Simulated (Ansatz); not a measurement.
**Stretching doublet CaF**

The Ca–F distance is varied.

Basis set: def2-SVP (spherical functions). Charge 0, multiplicity 2.

Computed with Ansatz (development build ahead of 0.2.0), each point on the determinant that the search for low states chose. Each curve is measured from its own lowest point listed.

```csv
r(Ca–F) (Å),PBE0 (unrestricted) (eV)
1.970,0.000
2.364,0.970
2.758,2.247
3.152,3.340
3.546,4.112
3.940,4.565
4.531,4.936
5.122,5.123
5.910,5.244
```

Task: Give the UHF curve at the same distances.

Result: (r (Å), E (eV)): (1.970, 0.000), (2.364, 0.784), (2.758, 2.012), (3.152, 3.114), (3.546, 4.019), (3.940, 4.074), (4.531, 4.079), (5.122, 4.076), (5.910, 4.074)

Caution for UHF at some points: the unrestricted determinant is spin contaminated. Caution for PBE0 (unrestricted) at some points: charge can spread falsely over distant fragments.
